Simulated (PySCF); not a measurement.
## Sc²⁺: excitation energy

Sc²⁺ [Ar] 3d1 (2D) → Sc²⁺ [Ar] 4s1 (2S), as a difference of total energies. Calculation: PySCF 2.14, in x2c-QZVPPall with one added diffuse shell each of s, p, d, f, g type (12s8p6d4f3g, 121 functions); the spin-free X2C one-electron Hamiltonian (Gaussian nucleus). Correlated levels: valence and next inner shell: [Ne] frozen. The calculations carry no spin-orbit coupling.

| method | excitation energy (cm⁻¹) |
| --- | --- |
| UHF | 23768 |
| LDA | 28004 |
| PBE | 28833 |
| PBE0 | 28865 |
| r2SCAN | 30693 |
| wB97M-V | 28569 |
| M06 | 27776 |
| BHandHLYP | 27327 |
| MP2 (valence and next inner shell) | 22784 |
| SCS-MP2 (valence and next inner shell) | 23330 |

A first-order spin-orbit estimate (lowest level to lowest level, LS coupling) adds 0.019 eV.
